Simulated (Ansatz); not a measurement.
System: TiF3 (charge +1, singlet). The spin state was set by rule; other spins were not relaxed. 
Geometry from a B3LYP-D3(BJ)/def2-TZVP (Ansatz, a quantum-chemistry and plane-wave program) optimisation:
```xyz
4

Ti    -0.0693    -0.2309    -0.0993
F      1.6259    -0.1656    -0.1926
F     -0.6351    -0.2157     1.5027
F     -0.8213     0.9457    -1.0674
```
Charge +1, spin multiplicity 1.

Basis-set convergence of Hartree-Fock and CCSD correlation energies (hartree) with Ansatz. Cores are frozen in the correlated levels unless marked. Spin-orbit coupling is left out. Frozen are the shells of the preceding noble gas and the d and f shells that filled before the atom's block. Non-relativistic.

The T1 diagnostic of CCSD in the largest basis is 0.028, which is high, so the coupled-cluster rows are less sure than usual.

```json
[
 {"basis": "def2-SVPD", "functions": "103", "E(HF)": "-1146.23786", "E(corr, CCSD)": "-0.71210"},
 {"basis": "def2-TZVPPD", "functions": "187", "E(HF)": "___", "E(corr, CCSD)": "___"}
]
```

Some entries are withheld; supply them.


- def2-TZVPPD, E(HF): -1146.72239
- def2-TZVPPD, E(corr, CCSD): -0.88375
